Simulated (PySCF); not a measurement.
Species: `NC(=O)C1=C[S@@](=O)CC1`. The columns A, B, C and D hold Mulliken, IAO, Hirshfeld and ESP-fitted charges (e) of one PBE0/pcSseg-1 density (PySCF), in a shuffled order. Coordinates in Å (GFN2-xTB); the density's dipole moment is (1.53, 0.49, 0.86) D.

| atom | x | y | z | A | B | C | D |
| --- | --- | --- | --- | --- | --- | --- | --- |
| N1 | 2.589 | 0.626 | -0.189 | -0.395 | -0.166 | -0.501 | -0.938 |
| C2 | 1.784 | -0.401 | 0.168 | +0.503 | +0.174 | +0.436 | +0.627 |
| O3 | 2.192 | -1.523 | 0.367 | -0.415 | -0.284 | -0.488 | -0.519 |
| C4 | 0.340 | -0.037 | 0.316 | -0.296 | +0.007 | -0.019 | +0.077 |
| C5 | -0.129 | 1.107 | 0.791 | -0.193 | -0.080 | -0.343 | -0.282 |
| S6 | -1.947 | 1.222 | 0.768 | +0.667 | +0.323 | +1.086 | +0.263 |
| O7 | -2.256 | 1.828 | -0.530 | -0.613 | -0.378 | -0.900 | -0.417 |
| C8 | -2.003 | -0.626 | 0.567 | -0.351 | -0.079 | -0.415 | -0.286 |
| C9 | -0.686 | -1.066 | -0.051 | -0.081 | -0.068 | -0.271 | -0.067 |
| H10 | 3.570 | 0.445 | -0.326 | +0.202 | +0.146 | +0.290 | +0.438 |
| H11 | 2.223 | 1.529 | -0.431 | +0.208 | +0.139 | +0.285 | +0.402 |
| H12 | 0.437 | 1.963 | 1.109 | +0.110 | +0.056 | +0.167 | +0.209 |
| H13 | -2.872 | -0.880 | -0.033 | +0.166 | +0.057 | +0.170 | +0.182 |
| H14 | -2.122 | -1.016 | 1.576 | +0.159 | +0.046 | +0.159 | +0.133 |
| H15 | -0.762 | -1.110 | -1.142 | +0.163 | +0.055 | +0.166 | +0.100 |
| H16 | -0.367 | -2.050 | 0.297 | +0.166 | +0.054 | +0.177 | +0.078 |

Question: Which column most likely holds the ESP-fitted charges?

Answer: D. Σ q r misses the density's dipole by 0.08 D (D), 0.64 D (B), 2.72 D (A), 3.51 D (C). Charges fitted to the outside potential are the only set here that is tied to the molecule's multipoles.

Question: And the Hirshfeld charges?

Answer: B. The mean sizes are 0.132 e (B), 0.293 e (A), 0.314 e (D), 0.367 e (C), and Hirshfeld charges are commonly the smallest of these schemes.

As computed, A = Mulliken, B = Hirshfeld, C = IAO, D = ESP-fitted. Hydrogens on carbon: Mulliken +0.11 to +0.17, Hirshfeld +0.05 to +0.06, IAO +0.16 to +0.18, ESP-fitted +0.08 to +0.21 e.

The IAO scheme projects the occupied orbitals on a minimal set of polarised atomic orbitals and counts the electrons in each atom's part of it. The ESP scheme fits charges at the nuclei, held to the total charge, to the electrostatic potential on points at 1.4 to 2.0 times the van der Waals radii.

The structure is a single GFN2-xTB conformer in the gas phase; no vibrational or solvent corrections.

Shape of the structure used: `[NH2:1][C:2](=[O:3])[C:4]1=[CH:5][S@@:6](=[O:7])[CH2:8][CH2:9]1`: N1–C2–C4–C5 -36°, H–N1–C2–O3 2°, H–N1–C2–O3 174°.
